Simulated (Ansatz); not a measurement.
The first iterations of a band of C2H5NSi (9 atoms, charge 0, multiplicity 1).

These are results of Ansatz, RKS PBE0-D4/def2-SVP, not measurements.

| Property | Result |
| --- | --- |
| movable images | 5 |
| climbing image | yes |
| spring | 5.0 eV/Å² |
| optimiser | quadratic models (default) |
| start path | through a guess of the saddle point |
| force threshold | 0.5 eV/Å |
| iteration limit | 60 |
| end points | relaxed |

Initial state:

```xyz
9
Properties=species:S:1:pos:R:3
C -0.065 1.048 -0.699
C -0.249 -0.200 0.065
Si -0.745 -2.041 0.360
N 0.039 -0.467 1.275
H 0.581 0.846 -1.568
H -1.036 1.367 -1.109
H 0.368 1.865 -0.099
H 0.607 -2.563 -0.177
H 0.501 0.144 1.952
```

Final state:

```xyz
9
Properties=species:S:1:pos:R:3
C 0.218 1.582 -0.473
C -0.291 0.344 -0.517
Si -0.648 -2.303 0.284
N 0.020 -0.694 0.351
H -0.090 2.330 -1.204
H -1.025 0.070 -1.285
H 0.950 1.879 0.284
H 0.166 -2.774 1.498
H 0.700 -0.434 1.062
```

| iteration | highest image above the first end (eV) | largest band force component (eV/Å) |
| --- | --- | --- |
| 1 | 4.864 | 9.252 |
| 2 | 3.815 | 3.992 |
| 3 | 2.915 | 2.205 |
| 4 | 2.488 | 1.112 |

Q: Does the band converge within its limit, and where does its top end?

A: It converged. It ended after 14 iterations with the highest image 2.213 eV above the first end. The threshold of 0.5 eV/Å is loose, so the images may lie well off the minimum-energy path. Neighbouring images differ by up to 1.4 eV, so the band resolves the path poorly. The order of the stationary point at the top wasn't checked. The orbitals stay closed-shell, which can raise the energy where a bond breaks towards radicals; this wasn't checked here.

Run time: 73 s on 2 threads of Intel(R) Xeon(R) 6975P-C (Granite Rapids), with other jobs on the host, peak memory 0.18 GiB.
